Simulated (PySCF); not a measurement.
**P⁺: excitation energy**

P⁺ [Ne] 3s2 3p2 (3P) → P⁺ [Ne] 3s1 3p3 (5S), as a difference of total energies. All numbers are calculated (PySCF 2.14, no relativity, point nucleus, in aug-cc-pV(T+d)Z with one added diffuse shell each of s, p, d, f type (7s6p5d3f, 71 functions)). Correlated levels: valence: [Ne] frozen. The calculations carry no spin-orbit coupling.

```
           method  excitation energy (eV)  error (eV)
              UHF                   3.897      -1.730
              LDA                   5.788      +0.161
              PBE                   5.686      +0.059
             PBE0                   5.474      -0.153
           r2SCAN                   4.892      -0.735
            TPSSh                   5.575      -0.052
             PW91                   5.685      +0.058
             BP86                   5.716      +0.089
        BHandHLYP                   5.928      +0.301
    MP2 (valence)                   4.974      -0.653
SCS-MP2 (valence)                   5.490      -0.137
```

Reference: 5.627 eV (measured; NIST levels, between the centres of gravity of the two terms).

Errors of the correlated levels include the incompleteness of this basis and the frozen core.
